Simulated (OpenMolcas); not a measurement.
Ta4+ among 6 point charges of -1.7 e arranged as a tetragonal octahedron (D4h), 1.96 Å from the ion, with the axial distance 1.803 Å. The active orbitals were held to one l.
```
   1.9600    0.0000    0.0000  -1.70
   0.0000    1.9600    0.0000  -1.70
  -1.9600    0.0000    0.0000  -1.70
   0.0000   -1.9600    0.0000  -1.70
   0.0000    0.0000    1.8032  -1.70
   0.0000    0.0000   -1.8032  -1.70
```

```json
{"Program": "OpenMolcas", "Method": "CASSCF", "Basis": "ANO-RCC-VTZP [8s7p5d3f2g1h]", "Scalar Hamiltonian": "DKH2, point nucleus", "Active space": "1 electron in 5 orbitals (5d)", "State averaging": "2S+1 = 2 even, 5 roots", "Spin-orbit coupling": "state interaction with AMFI integrals over the reference wave functions"}
```

**Question.** What is the spin-free ground state (labels of D4, the rotations of D4h)?

**Answer.** 2B2, 1-fold in its orbital part, 100 % from free-ion D terms; it has the highest spin that d1 allows.

**Question.** Where is the first state of the same spin?

**Answer.** 2E at 3500 cm-1 above the ground state.

**Question.** What are the lowest two levels with spin-orbit coupling?

**Answer.** A 2-fold level E3/2 with g = 0.21, 0.97, 0.97, then a 2-fold level E1/2 2907 cm-1 above it. Their leading multiplicities are 2 (100 %) and 2 (100 %).

**Question.** What is χT at 300 K, and how does it compare with the textbook value?

**Answer.** The lowest level has 2S+1 = 2, for which the spin-only value is χT = S(S+1) / 2 = 0.375 cm3 K/mol (g = 2). The computed 0.094 at 300 K differs by -0.281, through orbital momentum, spin-orbit coupling and any other state in reach.

This is an electrostatic model: the charges have no orbitals. No measured value stands beside these numbers.
